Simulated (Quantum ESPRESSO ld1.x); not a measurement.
Results of a calculation; reference values are marked as such.
Task: All-electron atom: Mg VI in [He] 2s2 2p3 (the NIST ground configuration). Code: ld1.x of Quantum ESPRESSO 7.5. Model: Dirac Kohn-Sham, relativistic LDA (MacDonald-Vosko exchange, VWN5 correlation), spin-unpolarised, spherical densities, point nucleus; open shells are shared between the two j in proportion to 2j + 1.

Spin-orbit splittings of the eigenvalues, e(l+1/2) - e(l-1/2), with zeta = 2 splitting/(2l+1) and mean radii in bohr:

shell  occ.  splitting (eV)  zeta (eV)  <r> j=l-1/2  <r> j=l+1/2
2p        3               ?          ?       0.5742       0.5757
3p        0         0.07457    0.04971        1.754        1.757

Estimate the 2p splitting.

Result: 0.3978 eV (zeta = 0.2652 eV).
